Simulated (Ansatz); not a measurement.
Total energies of FH$_{5}$N$_{2}$Si (`N[SiH](N)F`).

Z-matrix (Å, degrees):
```
Si
N 1 1.694
F 1 1.604 2 116.3
N 1 1.699 2 107.9 3 116.0
H 1 1.482 2 106.1 3 -115.6
H 2 1.006 1 121.4 3 85.7
H 2 1.007 1 121.8 3 -68.8
H 4 1.006 1 121.0 2 -157.4
H 4 1.006 1 121.2 2 50.4
```

Charge 0, multiplicity 1. The geometry is a stationary point of PBE0-D4/def2-TZVP. It is one conformer, not always the lowest. Basis def2-TZVPP, the Gaussian-basis code of Ansatz.

RPA on PBE orbitals: Hartree–Fock energy of these orbitals -500.39168 Eh, correlation -1.26855 Eh (frozen core).

```json
{"functional": "PBE", "energy without D4 (Eh)": "-501.71001", "D4 term (kJ/mol)": "-15.0"}
{"functional": "ωB97M-V", "energy without D4 (Eh)": "-502.00821", "D4 term (kJ/mol)": "–"}
```

Problem. Give the same for LDA (SPW92), revPBE, BLYP, r2SCAN, B97M-V, PBE0, B3LYP, r2SCANh, r2SCAN0, HSE06 (plane-wave form), BHLYP, CAM-B3LYP, LC-ωPBE, ωB97X-V, B2PLYP, PBE-QIDH. (Best estimate.)

Solution. Ansatz gave: 
```json
{"functional": "LDA (SPW92)", "energy without D4 (Eh)": "-499.38073", "D4 term (kJ/mol)": "–"}
{"functional": "revPBE", "energy without D4 (Eh)": "-501.95622", "D4 term (kJ/mol)": "-48.8"}
{"functional": "BLYP", "energy without D4 (Eh)": "-502.04440", "D4 term (kJ/mol)": "-33.7"}
{"functional": "r2SCAN", "energy without D4 (Eh)": "-501.96877", "D4 term (kJ/mol)": "-3.5"}
{"functional": "B97M-V", "energy without D4 (Eh)": "-501.96729", "D4 term (kJ/mol)": "–"}
{"functional": "PBE0", "energy without D4 (Eh)": "-501.74891", "D4 term (kJ/mol)": "-12.4"}
{"functional": "B3LYP", "energy without D4 (Eh)": "-502.12264", "D4 term (kJ/mol)": "-24.2"}
{"functional": "r2SCANh", "energy without D4 (Eh)": "-501.95644", "D4 term (kJ/mol)": "-3.7"}
{"functional": "r2SCAN0", "energy without D4 (Eh)": "-501.93881", "D4 term (kJ/mol)": "-4.1"}
{"functional": "HSE06 (plane-wave form)", "energy without D4 (Eh)": "-501.73249", "D4 term (kJ/mol)": "-11.5"}
{"functional": "BHLYP", "energy without D4 (Eh)": "-502.00071", "D4 term (kJ/mol)": "-17.6"}
{"functional": "CAM-B3LYP", "energy without D4 (Eh)": "-502.03836", "D4 term (kJ/mol)": "-12.5"}
{"functional": "LC-ωPBE", "energy without D4 (Eh)": "-501.88994", "D4 term (kJ/mol)": "–"}
{"functional": "ωB97X-V", "energy without D4 (Eh)": "-501.98120", "D4 term (kJ/mol)": "–"}
{"functional": "B2PLYP", "energy without D4 (Eh)": "-501.84045", "D4 term (kJ/mol)": "–"}
{"functional": "PBE-QIDH", "energy without D4 (Eh)": "-501.64408", "D4 term (kJ/mol)": "–"}
```

B3LYP takes the VWN-RPA correlation (the form of Gaussian; ORCA's B3LYP/G). HSE06 is the plane-wave form, built on full-range PBE exchange. The double hybrids freeze the cores in their second-order part.

LC-ωPBE has ω = 0.4 bohr⁻¹.
